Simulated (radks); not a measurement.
Al, 13 electrons, occupied as [Ne] 3p3 (not the ground configuration).

All-electron calculation, non-relativistic Kohn-Sham, TPSS, spin-polarised, spherical densities, point nucleus; open shells are filled with parallel spins first; meta-GGA in the generalised Kohn-Sham scheme. Program: a radial shooting solver on a logarithmic mesh with Libxc functionals.

Energy parts (hartree):
part                      energy
total                 -242.05659
kinetic                241.68470
electron-nucleus      -576.85205
Hartree                111.65700
exchange-correlation   -18.54624

Orbitals (lengths in bohr, moments of r in powers of bohr; <r^-3> diverges for s and p1/2):
| orbital | occ. | eigenvalue (hartree) | <r^-3> |
|---|---|---|---|
| 1s up | 1 | -55.75598 | - |
| 1s down | 1 | -55.74892 | - |
| 2s up | 1 | -4.11722 | - |
| 2s down | 1 | -4.10862 | - |
| 2p up | 3 | -2.68661 | 35.49 |
| 2p down | 3 | -2.67567 | 35.46 |
| 3p up | 3 | -0.16383 | 1.594 |

The highest occupied level is 3p up at -4.458 eV. The spin density at the nucleus is -0.01138 e/bohr^3 (1s -0.06919, 2s 0.05780), a Fermi contact field of -0.597 T. The density falls to 0.001 e/bohr^3 at r = 4.78 bohr. Spin moment in Bohr magnetons: 3. The electron density at the nucleus is 1399 e/bohr^3.
